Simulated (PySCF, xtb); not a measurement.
C3H7BrMg, SMILES C[CH](C)[Mg][Br]. One conformer was computed; it need not be the lowest.

Harmonic wavenumbers (cm⁻¹) from xtb 6.7.1 with GFN2-xTB at its own minimum, in rising order: 27, 51, 169, 229, 242, 259, 299, 386, 467, 931, 941, 944, 988, 1124, 1153, 1185, 1311, 1405, 1419, 1475, 1488, 1496, 1503, 2914, 2921, 2928, 2938, 2946, 2957, 2962.

Question: What does PBE-D3(BJ)/def2-SVP run with PySCF 2.14.0 give at its own minimum? (The exact figures need the calculation; the answer reports its results.)

Answer: 59, 72, 186, 200, 245, 251, 334, 361, 536, 870, 883, 922, 950, 1077, 1117, 1145, 1276, 1334, 1349, 1402, 1418, 1422, 1430, 2912, 2913, 2943, 2991, 2992, 3030, 3030. Paired by order, the mean absolute difference is 42 cm⁻¹ and the zero-point energies are 57.3 and 56.7 kcal/mol.
